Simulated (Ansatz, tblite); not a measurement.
Removing an electron: SbH₂I. The state is a singlet with charge 0. Geometry: r2SCAN-D4/def2-TZVP. Ansatz, gas phase; energy differences of separate SCF runs; the oxidised species was run as a doublet alone.

```
atom   x (Å)   y (Å)   z (Å)
 Sb1   0.090  -0.378   0.776
  H2  -0.039  -1.434  -0.566
  H3   1.510   0.299   0.098
  I4  -1.561   1.513  -0.309
```

In the def2 sets I, Sb take a core potential; there is no spin–orbit coupling. The xTB rows come from tblite. Correlated methods freeze 8 core orbitals; core or outer-core shells of Sb, I are correlated, in sets that lack core-valence functions. In CCSD on the charge 1 doublet the largest single amplitude is 0.18, so its Hartree–Fock determinant may place the open shell otherwise than the density functionals do.

```
              level  −HOMO (eV)  vertical IE (eV)  −LUMO (eV)  HOMO–LUMO gap (eV)
           GFN1-xTB       11.23             14.98        6.28                4.95
           GFN2-xTB       11.10             14.23        7.10                4.00
      HF/def2-TZVPP           –              8.53           –                   –
   PBE-D4/def2-TZVP        6.12              9.00        2.85                3.27
r2SCAN-D4/def2-TZVP        6.39              9.14        2.70                3.69
  PBE0-D4/def2-TZVP        7.18              9.20        2.13                5.05
     MP2/def2-TZVPP           –              9.45           –                   –
    CCSD/def2-TZVPP           –              9.25           –                   –
 CCSD(T)/def2-TZVPP           –              9.27           –                   –
```

Relaxing the oxidised species (r2SCAN-D4/def2-TZVP) changes its energy by -0.08 eV at PBE-D4/def2-TZVP, so the adiabatic ionisation energy to this nearest minimum is 8.92 eV. At PBE0-D4/def2-TZVP it is 9.05 eV.    Raw xTB energy differences between charge states are shifted by several eV; the methods need an empirical correction for them.
